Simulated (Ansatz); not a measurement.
`C#C[CH2][GaH][CH3]` + CH₃OH → `C[O][GaH][CH3]` + `C#CC` at 700 K and 1 bar (ligand exchange at a Ga–C bond).

Gas-phase electronic energies from Ansatz, PBE0-D4/def2-TZVP geometries. CCSD(T)/CBS adds triple-zeta CCSD(T) − MP2 to the extrapolated MP2 energy (def2 sets, frozen cores). This one scheme is used for every species. For Ga outer-core shells are correlated without core-valence functions, which leaves a few kJ/mol of doubt a bond. Scalar relativity is left out up to krypton. One conformer a species, not always the lowest.

```csv
species,CCSD(T)/CBS energy (Eh),H − E (kJ/mol),S (J/(mol·K))
`C#C[CH2][GaH][CH3]`,-2080.29520,318.8,512.6
CH₃OH,-115.61712,170.8,288.5
`C[O][GaH][CH3]`,-2079.44369,297.6,468.8
`C#CC`,-116.49627,191.4,312.9
```

H − E and S are ideal-gas, rigid-rotor, harmonic terms from PBE0-D4/def2-TZVP, for one conformer and one mirror image of each species. 1 Eh = 2625.50 kJ/mol, R = 8.31446 J/(mol·K).

Q: By hand: ΔE, ΔH, ΔS and ΔG.

A: ΔE = (-2079.44369) + (-116.49627) − (-2080.29520) − (-115.61712) = -0.02764 Eh = -72.6 kJ/mol. Δ(H − E) = 297.6 + 191.4 − 318.8 − 170.8 = -0.6, so ΔH = -73.2 kJ/mol. ΔS = 468.8 + 312.9 − 512.6 − 288.5 = -19.4 J/(mol·K). ΔG = -73.2 − 700 × (-19.4)/1000 = -59.6 kJ/mol.

Q: By hand: the equilibrium constant, and the temperature at which ΔG would vanish if ΔH and ΔS stayed fixed.

A: log₁₀ K = −ΔG/(RT ln 10) = 4.4. ΔG = 0 at ΔH/ΔS = 3773 K, far beyond where these terms or the molecules hold.

ΔH outweighs TΔS. A doubt of 5 kJ/mol in ΔE shifts log₁₀ K by 0.4 here. Other conformers and mirror images would add mixing entropy, several J/(mol·K) or more a flexible species. Modes under 60 cm⁻¹, often nearly free rotors, make the harmonic entropy too high. These are equilibria of isolated gas molecules and say nothing of rates. Largest T1 diagnostic: 0.014 (customary marks: 0.02 for closed shells, 0.045 for open ones).
